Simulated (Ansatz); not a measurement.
Basis-set series for CH4ClNOSSi, SMILES `O[Si]1(Cl)NCS1`. Charge 0, multiplicity 1. Geometry: relaxed with PBE0-D4/def2-TZVP. It is one conformer, not always the lowest.

```xyz
10

O     0.2966   -2.2430    0.0081
Si    0.5449   -0.6544    0.2467
Cl    2.5907   -0.4779    0.4509
N    -0.2076    0.4001   -0.8381
C    -0.9607    1.2371    0.0786
S    -0.6144    0.3824    1.6784
H     1.0492   -2.8223    0.1422
H    -0.0636    0.6858   -1.7904
H    -2.0369    1.2258   -0.1105
H    -0.5983    2.2664    0.1342
```

| functional | basis | functions | energy (Eh) | HOMO (eV) | LUMO (eV) |
| --- | --- | --- | --- | --- | --- |
| PBE0-D4 | def2-SVP | 116 | -1317.43444 | -7.04 | 0.58 |
| PBE0-D4 | def2-TZVPP | 275 | -1318.04890 | -7.17 | 0.06 |
| ωB97M-V | def2-SVP | 116 | -1317.90788 | -9.20 | 2.71 |
| ωB97M-V | def2-TZVPP | 275 | -1318.52412 | -9.37 | 1.96 |

(1) Give the rows for def2-QZVPP. (Estimate.)

Answers

(1) Computed: 
| functional | basis | functions | energy (Eh) | HOMO (eV) | LUMO (eV) |
| --- | --- | --- | --- | --- | --- |
| PBE0-D4 | def2-QZVPP | 501 | -1318.09441 | -7.22 | -0.15 |
| ωB97M-V | def2-QZVPP | 501 | -1318.56719 | -9.42 | 1.38 |

Positive LUMOs are unbound and depend on the basis.
